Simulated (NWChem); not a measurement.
# A convergence study on CH3FSn (SMILES [CH3][Sn][F])

The species is CH3FSn (6 atoms), meant as a singlet with charge 0. SMILES: `[CH3][Sn][F]`. The shape is that of a PBE0-D4/def2-TZVP optimisation.

```xyz
6

C    -0.3898    0.4212   -0.2829
Sn    0.2571   -0.6205    1.5136
F     1.6216   -1.6341    0.5541
H    -0.6849   -0.3178   -1.0339
H     0.4581    0.9794   -0.6919
H    -1.2200    1.1077   -0.1052
```

Program: NWChem 7.3.0. Method: PBE0 (core potential). Swept: basis set. Watched: the dipole moment. Each run: energy and properties. Hardware: 1 thread of Intel Xeon Platinum 8488C (Sapphire Rapids), shared host.

The last row is the best point of the sweep, not the limit.

| basis set | basis functions | value (D) | from the best (D) | wall time |
| --- | --- | --- | --- | --- |
| def2-SVP | 69 | 2.5583 | -0.2343 | 11 s |
| def2-SVPD | 99 | 2.8734 | +0.0808 | 20 s |
| def2-TZVP | 130 | 2.7508 | -0.0418 | 44 s |
| def2-TZVPD | 160 | 2.7926 | 0.0000 | 67 s |

(1) Which is the coarsest setting good to 0.1 D?

## Answers

(1) def2-SVPD: it is 0.0808 D off and takes 20 s, against 67 s for def2-TZVPD.
